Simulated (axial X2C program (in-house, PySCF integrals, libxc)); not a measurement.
## Ω levels of HoCl⁺ from open-shell CI on f11 s0

Calculated with an axial X2C code built on PySCF integrals: two-component X2C with atomic mean-field Coulomb and Gaunt terms, basis Ho dyall-v3z, Cl dyall-v3z (cores contracted in-house). Orbitals come from Hartree–Fock averaged over the configuration Ho f11 s0; CI then distributes these electrons over the f, s shells of Ho.

R = 2.481 Å (near the minimum of the configuration average).

Active spinors (ω > 0):

```
shell    ω  ε (eV)                    character
    f  5/2  -13.64                    100% Ho f
    f  3/2  -13.59                    100% Ho f
    f  1/2  -13.55                    100% Ho f
    f  7/2  -12.65                    100% Ho f
    f  5/2  -12.61                    100% Ho f
    f  3/2  -12.57                    100% Ho f
    f  1/2  -12.54                    100% Ho f
    s  1/2   -5.22  80% Ho s, 16% Ho p, 3% Ho d
```

Lowest levels of this model:

```
   Ω  energy (cm⁻¹)     g∥  configuration
 1/2              0   1.20       100% f11
 3/2              8   3.60       100% f11
 5/2             26   6.00       100% f11
 7/2             57   8.40       100% f11
 9/2            103  10.80       100% f11
11/2            166  13.20       100% f11
13/2            237  15.58       100% f11
15/2            301  17.97       100% f11
 1/2           5141   1.11       100% f11
 3/2           5152   3.33       100% f11
 5/2           5177   5.56       100% f11
 7/2           5216   7.78       100% f11
 9/2           5271   9.99       100% f11
11/2           5339  12.18       100% f11
13/2           5412  14.38       100% f11
 1/2           8514   0.97       100% f11
 3/2           8528   2.92       100% f11
 5/2           8557   4.88       100% f11
 7/2           8603   6.82       100% f11
 9/2           8665   8.76       100% f11
11/2           8736  10.71       100% f11
 1/2          10936   0.76       100% f11
 3/2          10953   2.27       100% f11
 5/2          10993   3.79       100% f11
 7/2          11058   5.32       100% f11
 9/2          11133   6.88       100% f11
```

g∥ is the magnitude of 2⟨Lz + ge Sz⟩ for the +Ω component.

Problem. From Ω and g∥ of the lowest level, whose 2⟨Lz + ge Sz⟩ is positive, find ⟨Sz⟩ and ⟨Lz⟩ (ge = 2.0023).

Solution. Ω = ⟨Lz⟩ + ⟨Sz⟩ = 1/2 and ⟨Lz⟩ + ge⟨Sz⟩ = 0.600, so ⟨Sz⟩ = 0.10 and ⟨Lz⟩ = 0.40.

Occupations of the active spinors in the lowest level by ω, shell by shell in order of energy: -7/2: 0.83; -5/2: 0.96 0.45; -3/2: 0.91 0.78; -1/2: 0.98 0.44 0.00; 1/2: 0.96 0.66 0.00; 3/2: 0.91 0.66; 5/2: 0.98 0.54; 7/2: 0.92. The leading determinant has weight 0.30 among 447.

This point took 1.5 s on 1 thread of Arm Neoverse V1, with other jobs on the host.

Dynamic correlation is missing, so gaps between terms are too wide and other configurations may lie lower; the lowest level listed is that of this model, not necessarily the ground state. At most 4 roots were kept for each Ω > 0 (twice that for Ω = 0) within 2.2 eV of the lowest, so higher up levels can be missing between those listed; levels with Ω > 0 are doubly degenerate and listed once, Ω = 0 levels singly. States that fill the shells left empty in the average are placed too high.
